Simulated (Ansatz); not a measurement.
Isolated molecules relaxed with PBE0-D4/def2-TZVP in Ansatz; ΔE leaves out vibrations. CBS: MP2 limit from def2 TZ/QZ plus the TZ coupled-cluster correction, frozen cores. This one scheme is used for every species. DFT in def2-TZVPP. B3LYP here is the variant with VWN-RPA as its local correlation; programs differ in this. For Ge outer-core shells are correlated without core-valence functions, which leaves a few kJ/mol of doubt a bond. Scalar relativity is left out up to krypton.

`[BH2][GeH]([CH3])[F]` + `[NH2][AlH2]` → `B[NH][AlH2]` + `[CH3][GeH2][F]`  (cleavage of the B–Ge bond)

| level | ΔE (kJ/mol) | difference from CCSD(T)/CBS |
| --- | --- | --- |
| PBE-D4 | -138.7 | 0.5 |
| r2SCAN-D4 | -142.1 | -2.9 |
| PBE0-D4 | -140.9 | -1.7 |
| B3LYP-D4 | -143.6 | -4.4 |
| ωB97X-V | -141.4 | -2.2 |
| ωB97M-V | -145.8 | -6.6 |
| B2PLYP | -145.7 | -6.5 |
| PBE | -138.9 | 0.3 |
| r2SCAN | -142.3 | -3.1 |
| PBE0 | -141.2 | -2.0 |
| B3LYP | -143.9 | -4.7 |
| HF/def2-TZVPP | -146.3 | -7.1 |
| MP2/def2-TZVPP | -147.3 | -8.1 |
| SCS-MP2/def2-TZVPP | -146.1 | -6.9 |
| CCSD/def2-TZVPP | -141.4 | -2.2 |
| CCSD(T)/def2-TZVPP | -142.5 | -3.3 |
| HF/def2-QZVPP | -147.3 | -8.1 |
| MP2/def2-QZVPP | -145.7 | -6.5 |
| SCS-MP2/def2-QZVPP | -144.9 | -5.7 |
| HF/CBS(def2) | -147.4 | -8.2 |
| MP2/CBS(def2) | -143.9 | -4.7 |
| CCSD/CBS(def2) | -138.0 | 1.2 |
| CCSD(T)/CBS | -139.2 | 0 |

Largest T1 diagnostic among the species: 0.012.
